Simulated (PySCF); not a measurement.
Carbon: a sound run and one with changed settings

Sound run: C⁺ [He] 2s2 2p1, C²⁺ [He] 2s2. Calculation: PySCF 2.14, in def2-SVP (3s2p1d, 14 functions); no relativity, point nucleus. The sound run starts from symmetry-adapted Hartree-Fock orbitals and uses a fine grid where one is needed.

A second run was set up differently.

| species | method | sound run (hartree) | changed run (hartree) | converged |
| --- | --- | --- | --- | --- |
| C⁺ | UHF | -37.24419 | -37.24419 | yes |
| C⁺ | PBE0 | -37.33501 | -37.24763 | yes |
| C⁺ | B3LYP | -37.38787 | -37.29341 | yes |
| C²⁺ | UHF | -36.35086 | -36.35086 | yes |
| C²⁺ | PBE0 | -36.41693 | -36.35610 | yes |
| C²⁺ | B3LYP | -36.46210 | -36.39517 | yes |

Ionisation energy of C⁺:

```json
{"method": "UHF", "sound run (eV)": "24.309", "changed run (eV)": "24.309"}
{"method": "PBE0", "sound run (eV)": "24.982", "changed run (eV)": "24.260"}
{"method": "B3LYP", "sound run (eV)": "25.192", "changed run (eV)": "24.442"}
```

(1) What was changed?
A. radial grid too coarse
B. minimal basis
C. a valence shell is frozen
D. basis contracted for another Hamiltonian

Results:

(1) A. It used radial step 1.2 in ln r (0.13 in the sound run). A coarse radial grid mis-integrates the density and the exchange-correlation energy, with errors of either sign; Hartree-Fock needs no grid.
